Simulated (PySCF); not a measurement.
CClF₂, SMILES F[C](F)Cl, multiplicity 2.

The structure is a stationary point at B3LYP-D3(BJ)/def2-TZVP. The isomer is the one that the SMILES or the coordinates give; other isomers of the formula were not compared.

All values below come from TDA-ωB97X/def2-SVPD (PySCF).

Vertical excitations. Isolated molecule, no solvent.

| state | energy (eV) | λ (nm) | f | main pairs |
|---|---|---|---|---|
| root 1 | 5.76 | 215 | 0.004 | α HOMO→LUMO 58 %, β HOMO−1→LUMO 26 % |
| root 2 | 5.77 | 215 | 0.000 | β HOMO→LUMO 96 % |
| root 3 | 6.21 | 200 | 0.050 | α HOMO→LUMO 21 %, β HOMO−1→LUMO 69 % |
| root 4 | 7.61 | 163 | 0.016 | α HOMO→LUMO+1 81 % |
| root 5 | 7.94 | 156 | 0.018 | β HOMO−2→LUMO 90 % |
| root 6 | 7.94 | 156 | 0.000 | α HOMO−1→LUMO 51 %, β HOMO→LUMO+1 19 %, β HOMO−3→LUMO 8 % |
| root 7 | 8.13 | 153 | 0.001 | α HOMO→LUMO+5 23 %, β HOMO−3→LUMO 57 % |
| root 8 | 8.24 | 150 | 0.005 | α HOMO→LUMO+5 39 %, β HOMO−3→LUMO 26 %, β HOMO−4→LUMO 11 % |
| root 9 | 8.36 | 148 | 0.001 | α HOMO−2→LUMO 43 %, β HOMO−1→LUMO+1 33 %, β HOMO−1→LUMO+5 5 % |
| root 10 | 8.85 | 140 | 0.031 | β HOMO−4→LUMO 82 % |
Unrestricted roots are not spin-pure.
